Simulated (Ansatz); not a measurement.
Input and output for C2H6Cl2NY (`C[N](C)[Y]([Cl])[Cl]`).

```yaml
crystal:
  periodic: [false, false, false]
  atoms:
    - {symbol: C, position_ang: [-0.371363, -0.512476, 1.312340]}
    - {symbol: N, position_ang: [-0.109486, -0.188593, -0.003213]}
    - {symbol: C, position_ang: [1.066687, -0.926770, -0.665615]}
    - {symbol: Y, position_ang: [-0.623738, 1.782073, -0.857824]}
    - {symbol: Cl, position_ang: [0.132813, 2.207668, -3.215318]}
    - {symbol: Cl, position_ang: [-2.404565, 2.922455, 0.491400]}
    - {symbol: H, position_ang: [0.429853, -0.732553, 2.094086]}
    - {symbol: H, position_ang: [-0.746557, -1.590387, 1.225684]}
    - {symbol: H, position_ang: [-0.997578, 0.080724, 1.679345]}
    - {symbol: H, position_ang: [1.193091, -0.505478, -1.561282]}
    - {symbol: H, position_ang: [0.755593, -1.849638, -0.848973]}
    - {symbol: H, position_ang: [1.864767, -0.911287, -0.047106]}
basis:
  gaussian: {orbitals: def2-mTZVPP}
hamiltonian: {xc: {name: wB97X-V}}
output: {forces: true}
```

```sh
$ ansatz run in.yaml --threads 4 --pin off --events-out ev --progress --plain --max-ram 11315MiB
```

It prints (some lines left out):

```
Functional definition: wB97X-V
1724 factors; integrals over basis functions are off by at most 1.3e-3 eV
443 factors; integrals over basis functions are off by at most 2.1e-5 eV
mean field evaluation 1: about -29742.1510 eV, gradient 5.7e1 eV
mean field evaluation 2: about -29736.4529 eV, gradient 7.9e1 eV
mean field evaluation 4: about -29749.9262 eV, gradient 3.0e0 eV
mean field evaluation 8: about -29750.1008 eV, gradient 2.5e-1 eV
mean field evaluation 16: about -29750.1012 eV, gradient 6.0e-4 eV
mean field -29750.10123543 eV, -1093.2960550592 hartree, gradient 9.7e-6 eV, S^2 0.000000; 0 other end points of the search recorded, 0 dependent functions left out
reference -29750.10123221 eV, -1093.2960549409 hartree; 35, 35 occupied and 144, 144 virtual orbitals, 1724 factors
Total energy: -29750.10123221 eV, -1093.2960549409 hartree
Atom 0 at    -0.371363    -0.512476     1.312340 Å, force     4.716473    -8.832345    -0.954618 eV/Å
Atom 1 at    -0.109486    -0.188593    -0.003213 Å, force     2.746090     3.088660    -3.452551 eV/Å
Atom 2 at     1.066687    -0.926770    -0.665615 Å, force    -4.307893     2.856476     3.063567 eV/Å
Atom 3 at    -0.623738     1.782073    -0.857824 Å, force    -0.043628    -1.285809     0.389760 eV/Å
Atom 4 at     0.132813     2.207668    -3.215318 Å, force    -0.058690    -0.032553     0.306314 eV/Å
Atom 5 at    -2.404565     2.922455     0.491400 Å, force     0.279025    -0.091118    -0.193989 eV/Å
Atom 6 at     0.429853    -0.732553     2.094086 Å, force     0.107070     1.062783    -1.114824 eV/Å
Atom 7 at    -0.746557    -1.590387     1.225684 Å, force    -0.583239     0.940218     0.872177 eV/Å
Atom 8 at    -0.997578     0.080724     1.679345 Å, force    -5.814892     4.876975     3.534816 eV/Å
Atom 9 at     1.193091    -0.505478    -1.561282 Å, force     1.141174     1.936230    -3.718723 eV/Å
Atom 10 at     0.755593    -1.849638    -0.848973 Å, force    -1.192847    -4.645802    -0.639232 eV/Å
Atom 11 at     1.864767    -0.911287    -0.047106 Å, force     3.011358     0.126286     1.907303 eV/Å
Dipole moment:     0.518240    -0.270865     0.290994 e Å
```

It took 4.8 s on 4 threads of an AMD EPYC 9R45 on a shared host, with 0.78 GiB of host memory at the peak.
